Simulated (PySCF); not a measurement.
**Two-component Hartree-Fock for Tl⁺ (thallium, charge +1)**

Start: [Xe] 4f14 5d10 6s1 7s1; 6s1/2 filled at m_j = +1/2; 7s1/2 filled at m_j = +1/2. Calculated with PySCF 2.14 in x2c-SVPall-2c with one added diffuse shell each of s, p type (8s12p7d2f, 93 functions): generalised Hartree-Fock with the X2C-1e Hamiltonian and a Gaussian nucleus; one run each with spin-orbit coupling (SO) switched off, then screened by Boettger's factors. This is a chosen level, not necessarily the ground level.

```csv
spinor shell,electrons,"ε, spin-free (eV)","ε, screened SO (eV)",weight of nominal j (screened SO),"rms radius, screened SO (bohr)"
1s1/2,2,-86026.7,-85990.5,1.000,0.0184
2s1/2,2,-15487.5,-15475.9,1.000,0.0743
2p1/2,2,-13340.6,-14833.0,1.000,0.0628
2p3/2,4,-13340.6,-12761.4,1.000,0.0710
3s1/2,2,-3781.1,-3777.1,1.000,0.189
3p1/2,2,-3153.6,-3488.1,1.000,0.181
3d3/2,4,-2491.0,-2548.2,1.000,0.174
3d5/2,6,-2491.0,-2449.4,1.000,0.178
4s1/2,2,-893.92,-892.67,1.000,0.416
4p1/2,2,-684.53,-766.75,1.000,0.420
4p3/2,4,-684.53,-651.59,1.000,0.454
4d3/2,4,-433.17,-445.34,1.000,0.468
4d5/2,6,-433.17,-423.93,1.000,0.474
5s1/2,2,-166.10,-165.92,1.000,0.941
4f5/2,6,-153.45,-155.38,1.000,0.512
4f7/2,8,-153.45,-150.96,1.000,0.514
5p1/2,2,-106.48,-121.49,1.000,1.01
5p3/2,4,-106.48,-100.62,1.000,1.11
5d3/2,4,-35.684,-36.964,0.990,1.44
5d5/2,6,-35.684,-34.741,0.993,1.47
6s1/2,1,-23.804,-23.831,1.000,2.47
7s1/2,1,-7.016,-7.017,1.000,6.61
```

Task: Where does 3p3/2 lie, and what is the 3p spin-orbit splitting (screened SO)?

Result: At -3020.7 eV, 467.40 eV above 3p1/2.

```csv
quantity,spin-free,screened SO
E (hartree),-20228.52104,-20263.20725
M_J,1,1
⟨J²⟩,2.001,2.001
⟨L²⟩,0.000,0.182
⟨S²⟩,2.001,2.184
```

Each row is a mean over spinors that exchange with the open shell spreads, by up to 0.513 eV (5s1/2).

Breit and QED terms are absent; they matter most for the inner s and p1/2 levels.

Densities and radii are taken from the X2C orbitals without a picture-change correction, which distorts them close to the nucleus.

Without spin-orbit coupling the j labels of p, d and f shells carry no meaning; the spin-free column gives the mean over the occupied spinors of each nl shell.
